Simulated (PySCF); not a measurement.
F4H2SSi2, SMILES F[Si](F)(F)S[SiH2]F. Coordinates come from a B3LYP-D3(BJ)/def2-SVP optimisation. The structure was generated by enumeration, and PubChem lists no compound with its InChIKey, so it may never have been made. The values are those of a single conformer.

### Question
Give the equilibrium geometry at B3LYP-D3(BJ)/def2-SVP (PySCF confirms it by a frequency run) as a Z-matrix. (An estimate is asked for; the answer gives what the named calculation found.)

### Answer
This is not unique; one that fits is 
```
S
Si 1 2.1069
F 2 1.6004 1 112.19
F 2 1.6016 3 106.93 1 122.26
F 2 1.6076 3 107.85 4 115.80
Si 1 2.1651 2 99.67 3 -114.41
F 6 1.6208 1 109.90 2 65.12
H 6 1.4770 7 108.46 1 122.38
H 6 1.4795 8 113.76 7 -121.91
```
